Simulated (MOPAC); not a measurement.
MOPAC input (PM6):

```
PM6 PRECISE GNORM=0.05 LET XYZ UHF MS=0.5 GEO-OK AUX(PRECISION=9) THREADS=1
C2H5GeO2

C     2.78225800 1    0.19795800 1    0.16947800 1
C     1.38994900 1   -0.12816100 1    0.36392400 1
O     0.98704100 1   -0.88579800 1    1.23594000 1
O     0.55877500 1    0.47463700 1   -0.50082200 1
Ge   -1.22117200 1    0.06954900 1   -0.26678600 1
H     3.51087600 1   -0.24931700 1    0.82772300 1
H     3.08924900 1    0.87283100 1   -0.61498400 1
H    -1.84259800 1    0.90813500 1   -1.39039500 1
H    -1.42064200 1   -1.43160900 1   -0.48678800 1
H    -1.65916100 1    0.54489000 1    1.12025400 1
```

From the output:

```
                                                       MOPAC v23.2.5 Linux

          FINAL HEAT OF FORMATION =        -49.56451 KCAL/MOL =    -207.37789 KJ/MOL

          COSMO AREA              =        132.26 SQUARE ANGSTROMS
          COSMO VOLUME            =        121.06 CUBIC ANGSTROMS

          GRADIENT NORM           =          0.02990          =       0.00946 PER ATOM
          IONIZATION POTENTIAL    =         10.715473 EV
          ALPHA SOMO LUMO (EV)    =        -10.715 -0.291
          BETA  SOMO LUMO (EV)    =        -10.825 -0.969
          NO. OF ALPHA ELECTRONS  =         15
          NO. OF BETA  ELECTRONS  =         14
          MOLECULAR WEIGHT        =        133.6503         POINT GROUP:  Cs

          MOLECULAR DIMENSIONS (Angstroms)

            Atom       Atom       Distance
            H     8    H     6     5.80238
            H     7    H     9     3.55881
            H    10    H     7     2.39020

          SCF CALCULATIONS        =         29

   ATOM   CHEMICAL          X               Y               Z
  NUMBER   SYMBOL      (ANGSTROMS)     (ANGSTROMS)     (ANGSTROMS)

     1       C          2.79520954  *   0.24630485  *   0.11194096  *
     2       C          1.43870459  *  -0.18612646  *   0.44244795  *
     3       O          1.10663954  *  -0.94980999  *   1.33242033  *
     4       O          0.53952959  *   0.37176528  *  -0.37715752  *
     5      Ge         -1.30556395  *   0.10579923  *  -0.32389411  *
     6       H          3.62064772  *  -0.12289572  *   0.68853018  *
     7       H          2.97338184  *   0.92622020  *  -0.69784463  *
     8       H         -1.63667155  *   1.01262821  *  -1.48834761  *
     9       H         -1.46872589  *  -1.37983962  *  -0.56030247  *
    10       H         -1.70756077  *   0.59928391  *   1.04887021  *

                             CARTESIAN COORDINATES

   1    C        2.795209539     0.246304850     0.111940957
   2    C        1.438704589    -0.186126463     0.442447950
   3    O        1.106639536    -0.949809985     1.332420327
   4    O        0.539529591     0.371765281    -0.377157524
   5   Ge       -1.305563954     0.105799233    -0.323894106
   6    H        3.620647725    -0.122895719     0.688530181
   7    H        2.973381845     0.926220201    -0.697844630
   8    H       -1.636671554     1.012628207    -1.488347607
   9    H       -1.468725888    -1.379839617    -0.560302469
  10    H       -1.707560771     0.599283910     1.048870214

           Empirical Formula: C2 H5 O2 Ge  =    10 atoms

      MOLECULAR POINT GROUP   :   Cs

          ALPHA EIGENVALUES
 -31.72406 -29.52552 -25.91901 -21.10371 -19.12276 -16.93330 -16.03820 -16.00273
 -14.48442 -12.95022 -12.70966 -11.73152 -11.34779 -11.02233 -10.71547  -0.29118
   1.17302   2.36321   2.56339   2.72476   3.20272   3.97288   4.65648   5.55348
   5.67732

           BETA EIGENVALUES
 -31.49283 -29.43036 -25.59861 -20.96337 -19.02965 -16.77378 -15.79404 -15.73087
 -14.23433 -12.72807 -12.64222 -11.67978 -11.12966 -10.82479  -0.96855  -0.24752
   1.79736   2.36385   2.57500   2.73361   3.35519   4.02840   4.76626   5.77488
   5.89411

              NET ATOMIC CHARGES AND DIPOLE CONTRIBUTIONS

  ATOM NO.   TYPE          CHARGE      No. of ELECS.   s-Pop       p-Pop
    1          C          -0.337530        4.3375     1.17715     3.16038
    2          C           0.667127        3.3329     1.06481     2.26806
    3          O          -0.531831        6.5318     1.85745     4.67438
    4          O          -0.627729        6.6277     1.78833     4.83940
    5         Ge           0.282528        3.7175     1.20612     2.51135
    6          H           0.177366        0.8226     0.82263
    7          H           0.180204        0.8198     0.81980
    8          H           0.066578        0.9334     0.93342
    9          H           0.061643        0.9384     0.93836
   10          H           0.061643        0.9384     0.93836
 DIPOLE           X         Y         Z       TOTAL
 POINT-CHG.    -1.953     1.243    -1.818     2.944
 HYBRID         0.269    -0.004     0.045     0.273
 SUM           -1.683     1.239    -1.773     2.741

          ATOMIC ORBITAL ELECTRON POPULATIONS

     Atom    s        px        py        pz
    1  C   1.17715   1.04393   1.03633   1.08012
    2  C   1.06481   0.82406   0.71735   0.72665
    3  O   1.85745   1.80441   1.44325   1.42672
    4  O   1.78833   1.42313   1.74399   1.67228
    5 Ge   1.20612   0.53303   0.98829   0.99002
    6  H   0.82263
    7  H   0.81980
    8  H   0.93342
    9  H   0.93836
   10  H   0.93836

                    (SZ)    =    0.500000
                    (S**2)  =    0.757614

          ATOMIC ORBITAL SPIN POPULATIONS

    Atom   Total    s     px     py     pz
         Atomic
    1  C  1.0344  0.025  0.048  0.571  0.390
    2  C -0.0743 -0.014 -0.017 -0.025 -0.018
    3  O  0.0983  0.003  0.002  0.055  0.038
    4  O  0.0109 -0.000  0.001  0.006  0.003
    5 Ge -0.0064 -0.000 -0.005 -0.000 -0.000
    6  H -0.0320 -0.032
    7  H -0.0323 -0.032
    8  H  0.0001  0.000
    9  H  0.0007  0.001
   10  H  0.0007  0.001

 **********************
 *                    *
 * JOB ENDED NORMALLY *
 *                    *
 **********************

 == MOPAC DONE ==
```

The geometry given is a B3LYP-D3(BJ)/def2-TZVP minimum.
